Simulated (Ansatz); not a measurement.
Geometry optimisation, Ansatz 0.2.0, RKS PBE0/def2-SVP.

The input (input.yaml):

```yaml
crystal:
  periodic: [false, false, false]
  atoms:
    - { symbol: O, position_ang: [-0.18, 0.6018, 2.0887] }
    - { symbol: Si, position_ang: [0.8882, 0.6712, 0.7767] }
    - { symbol: O, position_ang: [1.0988, -0.9007, 0.1724] }
    - { symbol: Sn, position_ang: [0.0895, -0.2656, -1.3635] }
    - { symbol: O, position_ang: [-1.7821, -1.0978, -1.2259] }
    - { symbol: H, position_ang: [-1.0822, 0.9642, 1.6741] }
    - { symbol: H, position_ang: [2.2048, 1.3657, 0.9628] }
    - { symbol: H, position_ang: [0.9677, -0.6153, -2.8168] }
    - { symbol: H, position_ang: [-1.87575, -1.61591, -2.13487] }
basis:
  gaussian: { orbitals: def2-SVP }
hamiltonian:
  xc: pbe0
relax:
  f_tol: 0.015
  max_steps: 40
output:
  orbitals: {}
```

Command:

```bash
$ ansatz run input.yaml --threads 2 --pin off --max-ram 3072MiB --backend cpu --events-out ev --progress --plain --runs-dir out
```

Q: Where does it end, and by what steps?

A: The forces met the threshold. After 12 steps the energy has fallen by 1.234 eV; H6 moved furthest, 0.59 Å.

| step | energy less start (eV) | largest force component (eV/Å) | accepted |
| --- | --- | --- | --- |
| 0 | 0.0000 | 3.287 | yes |
| 1 | -0.7019 | 1.958 | yes |
| 2 | -0.9782 | 1.297 | yes |
| 3 | -1.0684 | 2.154 | yes |
| 4 | -1.1716 | 0.584 | yes |
| 5 | -1.1838 | 0.394 | yes |
| 6 | -1.1961 | 0.358 | yes |
| 7 | -1.2239 | 0.262 | yes |
| 8 | -1.2303 | 0.126 | yes |
| 9 | -1.2159 | 0.338 | no |
| 10 | -1.2336 | 0.033 | yes |
| 11 | -1.2323 | 0.146 | no |
| 12 | -1.2340 | 0.013 | yes |

```xyz
9
Properties=species:S:1:pos:R:3
O -0.195 0.953 1.919
Si 0.922 0.543 0.792
O 1.057 -0.951 0.232
Sn 0.119 -0.011 -1.566
O -1.729 -0.761 -1.482
H -1.008 0.434 1.922
H 2.071 1.443 1.026
H 0.885 -0.903 -2.838
H -1.793 -1.640 -1.873
```

Time of the run: 45 s on 2 threads of Arm Neoverse V1 (shared host), peak memory 0.25 GiB.
